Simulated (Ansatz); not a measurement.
C3H3F5, SMILES `FCC(F)(F)C(F)F`. Charge 0, multiplicity 1.

```xyz
11

F     0.094   -1.123   -1.650
C     0.933   -0.395   -0.843
C     0.266   -0.163    0.496
F     0.095   -1.338    1.141
F     1.089    0.607    1.239
C    -1.109    0.504    0.394
F    -1.568    0.774    1.627
F    -0.982    1.667   -0.281
H     1.856   -0.956   -0.678
H     1.149    0.564   -1.317
H    -1.823   -0.140   -0.128
```

(1) What are the harmonic wavenumbers in cm⁻¹ at PBE0-D4/def2-TZVP (Ansatz, finite differences of forces, unscaled)? (Estimate.)

(2) Is this a minimum?

(3) Give the ideal-gas thermochemistry at 298.15 K and 1 bar (rigid rotor, harmonic oscillator; point group C1, symmetry number 1).

(4) And at 400, 500, 600, 800 and 1000 K?

## Answers

(1) Computed: 67, 106, 181, 237, 259, 338, 405, 470, 549, 602, 683, 849, 951, 1120, 1149, 1169, 1177, 1240, 1258, 1305, 1379, 1427, 1438, 1488, 3085, 3114, 3150.

(2) Yes, all 27 modes are real.

(3) Zero-point energy 174.6 kJ/mol; H(298) − E = 197.0 kJ/mol; entropy 364.7 J/(mol·K), of which translation 169.9, rotation 118.3, vibration 76.4; G(298) − E = 88.3 kJ/mol. Modes under 100 cm⁻¹ are hindered rotations or soft bends, so the harmonic entropy is rough.

(4) 
| T (K) | H − E (kJ/mol) | S (J/mol/K) | G − E (kJ/mol) |
| --- | --- | --- | --- |
| 400 | 209.9 | 401.9 | 49.2 |
| 500 | 224.8 | 435.0 | 7.3 |
| 600 | 241.5 | 465.4 | -37.7 |
| 800 | 278.8 | 518.8 | -136.3 |
| 1000 | 319.7 | 564.4 | -244.7 |
